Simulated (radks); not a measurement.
Results of a calculation; reference values are marked as such.
Rh4.75+, 40.25 electrons, occupied as [Kr] 4d(up 2.25, down 2) (fractional occupations, a model configuration). Level of theory: scalar-relativistic Kohn-Sham, BLYP, spin-polarised, spherical densities, finite nucleus; Fermi nuclear charge, rms radius 4.4945 fm (a radial shooting solver on a logarithmic mesh with Libxc functionals).

Radial electron density D(r) = 4 pi r^2 rho(r):

| r (bohr) | D(r) (e/bohr) | spin D(r) |
|---|---|---|
| 0.00414 | 11.73 | -0.0000231 |
| 0.004705 | 14.20 | -0.0000278 |
| 0.005348 | 17.07 | -0.0000334 |
| 0.006127 | 20.58 | -0.0000401 |
| 0.006963 | 24.30 | -0.0000473 |
| 0.007914 | 28.42 | -0.0000551 |
| 0.009067 | 33.14 | -0.0000641 |
| 0.01031 | 37.78 | -0.0000729 |
| 0.01181 | 42.73 | -0.0000823 |
| 0.01342 | 47.17 | -0.0000910 |
| 0.01525 | 51.13 | -0.0000990 |
| 0.01747 | 54.48 | -0.000107 |
| 0.01986 | 56.54 | -0.000113 |
| 0.02257 | 57.36 | -0.000117 |
| 0.02586 | 56.83 | -0.000119 |
| 0.02939 | 55.19 | -0.000116 |
| 0.0334 | 52.89 | -0.000101 |
| 0.03827 | 50.49 | -0.0000570 |
| 0.04349 | 49.12 | 0.0000438 |
| 0.04983 | 49.51 | 0.000279 |
| 0.05664 | 52.07 | 0.000727 |
| 0.06437 | 56.66 | 0.00156 |
| 0.07375 | 62.80 | 0.00312 |
| 0.08382 | 68.23 | 0.00557 |
| 0.09526 | 71.55 | 0.00934 |
| 0.1091 | 71.22 | 0.0152 |
| 0.124 | 66.97 | 0.0226 |
| 0.1421 | 59.55 | 0.0324 |
| 0.1615 | 52.32 | 0.0426 |
| 0.1836 | 47.54 | 0.0523 |
| 0.2103 | 46.98 | 0.0598 |
| 0.239 | 50.23 | 0.0614 |
| 0.2717 | 54.59 | 0.0559 |
| 0.3113 | 56.63 | 0.0420 |
| 0.3538 | 53.52 | 0.0240 |
| 0.4021 | 45.44 | 0.00705 |
| 0.4606 | 33.97 | -0.00132 |
| 0.5236 | 23.96 | 0.00765 |
| 0.5998 | 17.03 | 0.0396 |
| 0.6817 | 14.52 | 0.0887 |
| 0.7748 | 14.52 | 0.147 |
| 0.8877 | 14.95 | 0.203 |
| 1.009 | 14.18 | 0.234 |
| 1.147 | 11.95 | 0.235 |
| 1.314 | 8.693 | 0.205 |
| 1.493 | 5.677 | 0.158 |
| 1.697 | 3.293 | 0.108 |
| 1.944 | 1.627 | 0.0619 |
| 2.21 | 0.7424 | 0.0316 |
| 2.532 | 0.2808 | 0.0129 |
| 2.877 | 0.09656 | 0.00463 |
| 3.27 | 0.02761 | 0.00134 |
| 3.747 | 0.005687 | 0.000270 |
| 4.258 | 0.0009807 | 0.0000450 |

D(r) has 4 maxima, at r = 0.0229, 0.101, 0.309, 0.881 bohr, and minima at 0.0456, 0.199, 0.721 bohr, inside which lie 2.02, 11.08, 29.19 electrons.
